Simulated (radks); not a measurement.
Results of a calculation; reference values are marked as such.
Ionisation of the strontium ion Sr2+, [Kr], to Sr3+, [Ar] 3d10 4s2 4p5, under several functionals. Scalar-relativistic Kohn-Sham, spin-unpolarised, spherical densities, point nucleus; a radial shooting solver on a logarithmic mesh with Libxc functionals.

| functional | E(Sr2+) (hartree) | Exc (hartree) | IE (eV) | -e(HOMO) (eV) | <r> HOMO (bohr) | IE error (eV) |
|---|---|---|---|---|---|---|
| LDA (Slater exchange, Perdew-Zunger correlation) | -3175.18079 | -100.87880 | 43.408 | 36.653 | 1.548 | +0.524 |
| B86b exchange with PBE correlation | -3179.36431 | -105.11981 | 43.289 | 36.541 | 1.548 | +0.406 |
| PBE | -3178.87214 | -104.62065 | 43.264 | 36.517 | 1.548 | +0.380 |
| PBEsol | -3176.95783 | -102.68040 | 43.256 | 36.506 | 1.547 | +0.373 |
| exchange-only PBE | -3177.06116 | -102.77829 | 42.027 | 35.301 | 1.557 | -0.857 |
| exchange-only B88 | -3177.55820 | -103.28700 | 42.054 | 35.319 | 1.554 | -0.829 |
| PW91 | -3179.47913 | -105.23757 | 43.338 | 36.587 | 1.548 | +0.455 |
| SOGGA | -3176.68252 | -102.40336 | 43.163 | 36.416 | 1.548 | +0.280 |

NIST Atomic Spectra Database: 42.884 eV (measured). Closest: SOGGA. The Delta-SCF values span 1.38 eV, the total energies 4.30 hartree. The highest occupied level is 4p. Spin polarisation and multiplet splitting are left out, so open shells lie too high by an amount that depends on their filling.

Beside tabulated values, note that spin-unpolarised runs miss the spin-polarisation part of the exchange energy of open shells.
